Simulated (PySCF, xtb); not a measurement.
C₄H₅BO₂, SMILES C=C1C=COB1O.

GFN2-xTB in xtb at its own geometry gives an orbital gap of 3.05 eV and a dipole moment of 0.63 D.

Coordinates come from a B3LYP-D3(BJ)/def2-SVP optimisation. This is a generated structure with no PubChem entry under its InChIKey; it may be hypothetical. One conformer was computed; it need not be the lowest.

Problem. What does PBE/def2-TZVP run with PySCF give? (Estimate from the structure and the level; the computed values follow.)

Solution. gap 3.11 eV (levels -5.42 and -2.31 eV), dipole 0.67 D.
